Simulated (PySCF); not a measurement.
Vertical excitations of a molecule CH7FOSi2 from TDA-PBE/def2-SVPD run with PySCF, as energy in eV (oscillator strength): 6.24 (0.009), 6.36 (0.004), 6.50 (0.032), 6.61 (0.026), 6.93 (0.009), 7.02 (0.010), 7.08 (0.048), 7.12 (0.030), 7.23 (0.002), 7.32 (0.124). Lowest triplet (TDA): 5.70 eV. The structure is a stationary point at B3LYP-D3(BJ)/def2-SVP. Other conformers were not sampled.

Pick the molecule that these values belong to.
A. C[Si@@H](F)O[SiH3]
B. C[Si@@H](F)[SiH2]O
C. CO[Si@@H](F)[SiH3]
D. O[SiH2][C@H](F)[SiH3]

C, CO[Si@@H](F)[SiH3]
